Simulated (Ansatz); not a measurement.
OTe, triplet, geometry from GFN2-xTB (core potentials on Te); WB97X/def2-SVP run with Ansatz (a program for electronic structure).

The Ansatz input:
Ansatz 0.2 input:
```yaml
crystal:
  periodic: [false, false, false]
  atoms:
    - {symbol: O, position_ang: [-0.00000000, -0.00000000, -1.56412833]}
    - {symbol: Te, position_ang: [0.00000000, 0.00000000, 0.24063513]}
basis:
  gaussian:
    orbitals: def2-SVP
hamiltonian:
  xc: {name: wB97X}
magnetization: {spin_polarized: true, initial_magnetization: 2}
```

Task: Predict the main parts of the log of this Ansatz run.

Result: 
```
Functional definition: wB97X
459 factors; integrals over basis functions are off by at most 2.2e-4 eV
96 factors; integrals over basis functions are off by at most 9.8e-6 eV
mean field evaluation 1: about -9331.4819 eV, gradient 3.6e1 eV
mean field evaluation 2: about -9314.1903 eV, gradient 7.2e1 eV
mean field evaluation 4: about -9336.9684 eV, gradient 1.5e0 eV
mean field evaluation 8: about -9337.0227 eV, gradient 1.6e-1 eV
mean field evaluation 16: about -9337.0234 eV, gradient 5.9e-5 eV
mean field -9337.02338682 eV, -343.1292806040 hartree, gradient 5.8e-5 eV, S^2 2.012222; 0 other end points of the search recorded, 0 dependent functions left out
reference -9337.02337294 eV, -343.1292800938 hartree; 17, 15 occupied and 23, 25 virtual orbitals, 459 factors
Total energy: -9337.02337294 eV, -343.1292800938 hartree
```
